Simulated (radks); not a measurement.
Neutral phosphorus, configuration [Ne] 3s2 3p3. All-electron calculation, Dirac Kohn-Sham, PBE, spin-unpolarised, spherical densities, point nucleus; open shells fill j = l - 1/2 first. Program: a radial shooting solver on a logarithmic mesh with Libxc functionals.

Spin-orbit splittings of the eigenvalues, e(l+1/2) - e(l-1/2), with zeta = 2 splitting/(2l+1) and mean radii in bohr:

| shell | occ. | splitting (eV) | zeta (eV) | <r> j=l-1/2 | <r> j=l+1/2 |
|---|---|---|---|---|---|
| 2p | 6 | ? | ? | 0.4838 | 0.4860 |
| 3p | 3 | 0.05346 | 0.03564 | 2.368 | 2.377 |

Estimate the 2p splitting.

Answer. 0.9169 eV (zeta = 0.6113 eV).
